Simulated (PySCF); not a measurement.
CH9ClN2Si2, SMILES C[Si@@](N)(Cl)[SiH2]N.

The structure is a stationary point at r2SCAN-D4/def2-SVP. The structure was generated by enumeration; whether it is a known compound was not checked. One conformer was computed; it need not be the lowest.

The numbers are results of r2SCAN-D4/def2-SVP (PySCF 2.14.0), not measurements.

Frequencies are harmonic and unscaled.

```
mode  ν (cm⁻¹)  IR (km/mol)    moving atoms (share of kinetic energy)
----  --------  -----------  ----------------------------------------
1           51          2.0  N 37 %, Cl 21 %, H 19 %, Si 13 %, C 11 %
2           52          0.1                   N 45 %, H 29 %, Si 16 %
3          112          5.0           H 40 %, C 21 %, N 19 %, Si 18 %
4          138         12.0           H 64 %, Cl 13 %, N 10 %, Si 9 %
5          158          2.8                                    H 97 %
6          175         14.7          H 47 %, N 24 %, Si 12 %, Cl 10 %
7          195          8.3  H 26 %, Cl 22 %, C 19 %, Si 19 %, N 14 %
8          216          2.3           H 39 %, Si 22 %, N 21 %, C 15 %
9          254         10.9          Cl 25 %, Si 24 %, N 24 %, H 23 %
10         327         33.2                             H 88 %, N 8 %
11         408         24.3    Si 51 %, H 22 %, Cl 10 %, N 9 %, C 8 %
12         450        184.8                   H 58 %, N 18 %, Si 14 %
13         459         95.7                    H 75 %, Si 16 %, N 8 %
14         482         74.3          H 57 %, N 18 %, Si 15 %, Cl 10 %
15         520        187.5          Si 43 %, H 29 %, Cl 16 %, N 11 %
16         684          1.1                                    H 95 %
17         701         30.0                   C 37 %, H 30 %, Si 28 %
18         742         14.0                     H 75 %, C 14 %, N 9 %
19         778        127.7                            H 70 %, C 18 %
20         820         32.7                   N 49 %, Si 27 %, H 24 %
21         843        156.3                           H 83 %, Si 10 %
22         857         55.0                   Si 34 %, N 32 %, H 31 %
23         893        150.1                   H 66 %, Si 19 %, N 12 %
24         906         11.6                           H 76 %, Si 14 %
25         918         44.1                            H 81 %, N 13 %
26        1252         28.1                            H 78 %, C 22 %
27        1422          5.4                                    H 96 %
28        1428          4.4                                    H 96 %
29        1550         44.8                            H 90 %, N 10 %
30        1552         31.6                             H 91 %, N 9 %
31        2189        117.9                                    H 97 %
32        2217        103.4                                    H 96 %
33        3033          3.4                                    H 97 %
34        3136          3.4                             H 91 %, C 9 %
35        3151          2.5                             H 91 %, C 9 %
36        3546         19.7                                    H 96 %
37        3559         26.8                                    H 96 %
38        3644         24.5                             H 92 %, N 8 %
39        3655         26.0                             H 92 %, N 8 %
```
